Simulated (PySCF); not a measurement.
B(Cl)(Br)(Et) (C2H5BBrCl), SMILES BrB(CC)Cl. Atoms are numbered in the order given.

```xyz
10

B      0.0448    -0.1585    -0.3156
Cl     0.5001     0.9810    -1.5748
Br    -0.2372     0.5266     1.4669
C     -0.1343    -1.6878    -0.5914
C      0.0908    -2.1824    -2.0224
H     -1.1479    -1.9554    -0.2349
H      0.5337    -2.2136     0.1183
H      1.1124    -1.9596    -2.3675
H     -0.6007    -1.6963    -2.7280
H     -0.0605    -3.2702    -2.0985
```

Geometry optimised at B3LYP-D3(BJ)/def2-SVP. Other conformers were not sampled.

Method: PBE/def2-TZVP (PySCF).

ESP charges are fitted to the potential on shells at 1.4 to 2.0 van der Waals radii. Atomic charges (e):

```csv
atom,Mulliken,Löwdin,meta-Löwdin,ESP fit
B1,0.11,-1.27,0.10,0.05
Cl2,-0.09,0.61,-0.03,-0.08
Br3,-0.07,0.52,-0.05,-0.11
C4,-0.25,-0.28,-0.31,0.25
C5,-0.33,-0.31,-0.34,-0.28
H6,0.14,0.18,0.14,-0.02
H7,0.14,0.18,0.14,-0.02
H8,0.12,0.13,0.12,0.07
H9,0.12,0.13,0.12,0.07
H10,0.12,0.12,0.12,0.06
```

Computed Mayer and Wiberg (Löwdin basis) orders of the bonds:
```csv
bond,Mayer,Wiberg
B1–Cl2,1.34,2.17
B1–Br3,1.32,2.06
B1–C4,1.08,1.32
C4–C5,0.99,1.27
C4–H6,0.91,0.78
C4–H7,0.91,0.78
C5–H8,0.97,0.90
C5–H9,0.97,0.90
C5–H10,0.96,0.90
```
